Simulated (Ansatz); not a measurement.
`CC#CC[SiH3]` + `CC(N)S` → `CC(S)N[SiH3]` + `CC#CC`  (ligand exchange at the Si–C bond)

Gas-phase electronic energies from Ansatz, PBE0-D4/def2-TZVP geometries. CCSD(T)/CBS adds triple-zeta CCSD(T) − MP2 to the extrapolated MP2 energy (def2 sets, frozen cores). Functionals use def2-TZVPP. B3LYP here is the variant with VWN-RPA as its local correlation; programs differ in this. Each species was taken in one conformer, which may not be the lowest.

```
    level  ΔE (kcal/mol)
r2SCAN-D4          -14.3
  ωB97M-V          -14.0
   B2PLYP          -14.5
    B3LYP          -14.3
```

(1) What does CCSD(T)/CBS give? (Estimate.)

Largest T1 diagnostic among the species: 0.011.

## Answers

(1) Computed: -14.1 kcal/mol. The listed levels differ from it by -0.2, 0.1, -0.4, -0.2 kcal/mol.

In def2-TZVPP, CCSD(T) changes the Hartree–Fock value by +1.2 kcal/mol (the triples alone add +0.1 kcal/mol) and MP2 by +0.8 kcal/mol. The D4 term adds −0.8 kcal/mol with B3LYP and −0.5 kcal/mol with PBE0; it sums over pairs of atoms, weighted by their polarisabilities, and B3LYP, whose exchange is more repulsive, gets the larger term.
